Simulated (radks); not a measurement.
Numerical settings for the thulium ion Tm2+, [Xe] 4f13. Calculated with a radial shooting solver on a logarithmic mesh with Libxc functionals: Dirac Kohn-Sham, PBEsol, spin-unpolarised, spherical densities, finite nucleus; open shells fill j = l - 1/2 first; Fermi nuclear charge, rms radius 5.2256 fm. The defaults (mesh step 0.008 in ln r, mesh end at 40 bohr or more with all orbitals vanishing there, Anderson mixing 0.5 over 9 steps, residual threshold near 1e-9 with the energy settled to 1e-9 hartree or 1e-11 of itself, here a cap of 92 iterations) give E = -13575.7421 hartree and 4f7/2 at -17.002 eV in 15 iterations. Run on one thread of a shared host, so times are rough (Arm Neoverse N1): 0.21 s of CPU time, 0.21 s wall, 15 iterations on 2254 mesh points. Changes against that run (0 stands for a change within the tolerance of the run):

| setting | iterations | converged | E (mhartree) | e(4f7/2) (meV) | CPU (s) |
|---|---|---|---|---|---|
| mesh step in ln r 0.12 | 4 | no | diverged | - | 0.01 |
| mesh step in ln r 0.08 | 2 | no | diverged | - | 0.01 |
| mesh step in ln r 0.02 | 15 | yes | 0 | 0 | 0.1 |
| mesh end (bohr) 3 | 15 | yes | +417 | +5.7e+03 | 0.18 |
| mesh end (bohr) 2 | 14 | level above zero | +6.54e+03 | +3.59e+04 | 0.14 |
| residual threshold 0.01 | 12 | yes | 0 | +0.124 | 0.18 |
| residual threshold 1e-05 | 12 | yes | 0 | +0.124 | 0.18 |
| mixing 1.5 | 20 | yes | 0 | 0 | 0.27 |
| linear mixing, mixing 0.8 | 92 | no | +1.33e+05 | +1.15e+04 | 2.5 |
| linear mixing, mixing 0.2 | 88 | yes | 0 | 0 | 0.78 |
| mixing history 2 | 27 | yes | 0 | 0 | 0.29 |
| iteration cap 2 | 2 | no | +3.13e+03 | -4.57e+04 | 0.04 |

Settled on a wrong energy, with an occupied level pushed above zero by the early mesh end: mesh end (bohr) 2 (+6.54 hartree). Apart from these: settings that end as converged yet miss the energy by more than 1 mhartree: mesh end (bohr) 3 (+0.417 hartree). A mesh that ends early acts as a hard wall.
